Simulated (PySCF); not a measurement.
Al(F)(Me)(SiH3) (CH6AlFSi), SMILES [F][Al]([CH3])[SiH3].

Geometry: r2SCAN-D4/def2-SVP. The geometry has at least one imaginary mode, so it is a saddle point at that level. The structure was generated by enumeration; whether it is a known compound was not checked.

Two levels are set side by side: PBE/def2-TZVP (PySCF) and ωB97X/def2-TZVP (PySCF). Same geometry, gas phase. Differences are taken from unrounded values.

| quantity | ωB97X | PBE | PBE minus ωB97X |
|---|---|---|---|
| orbital gap (eV) | 10.34 | 4.26 | -6.08 |
| highest occupied level (eV) | -9.89 | -6.49 | 3.40 |
| lowest empty level (eV) | 0.45 | -2.22 | -2.68 |
| dipole moment (D) | 1.79 | 1.75 | -0.04 |
| mean polarisability (bohr³) | 67.7 | 72.2 | 4.5 |

Without exact exchange PBE keeps part of each electron's self-repulsion, which lifts occupied levels and narrows the gap. PBE's more diffuse valence density responds more strongly to a field. Differences between two approximate levels are no errors against the true value.

Rough cost on one machine, each run with all the roots and properties that it gave: ωB97X against PBE within a factor of 2.
